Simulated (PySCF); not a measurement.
Species: C2H9NOSi.
Cartesian coordinates in Å at the GFN2-xTB level; atoms count from 1:
```
atom  x, y, z in Å
C1     1.9454   -0.8064   -0.0648
N2     0.6054   -0.3888   -0.4276
C3    -0.0224    0.4605    0.5776
Si4   -1.8091    0.8361    0.0249
O5    -2.4687   -0.5409   -0.5266
H6     1.8856   -1.4193    0.8357
H7     2.3634   -1.4095   -0.8703
H8     2.6263    0.0344    0.1391
H9     0.6447    0.1182   -1.3080
H10   -0.0282   -0.1034    1.5145
H11    0.5586    1.3749    0.7711
H12   -1.7801    1.8248   -1.0588
H13   -2.6333    1.2779    1.1439
H14   -1.8882   -1.2590   -0.7729
```

A calculation gives these core lines: C 1s: 290.79 (area 1), 291.46 (area 1) eV; N 1s: 405.02 eV; O 1s: 538.17 eV; Si 1s: 1846.80 eV; Si 2p3/2: 106.96 eV.

Computed, not measured: delta-SCF UKS SCAN, pcX-2 on the ionised atom, pcseg-1 elsewhere, spin-free X2C (PySCF 2.14.0). Geometry: GFN2-xTB, one conformer, isolated molecule.

**Question.** Order the carbon atoms by C 1s binding energy.

**Answer.** 290.79 eV: C3 (sp3 carbon bound to nitrogen); 291.46 eV: C1 (N-methyl carbon). The listed C 1s values span 0.67 eV, from C3 (bonded to N, 2 H and Si) to C1 (bonded to N and 3 H).

Bonded neighbours of each site: C1: N and 3 H; N2: 2 C and H; C3: N, 2 H and Si; Si4: O, C and 2 H; O5: H and Si.

**Question.** What is the longest wavelength that can ionise Si 1s of Si4 vertically?

**Answer.** λ = hc/E = 12398.42 eV Å / 1846.80 eV = 6.713 Å.

The 2p values add to the ΔSCF energy of one spin-free hole a correction within the shell (spin–orbit coupling, ligand field). 2p1/2 minus 2p3/2 (ligand field included): Si 0.62 eV.
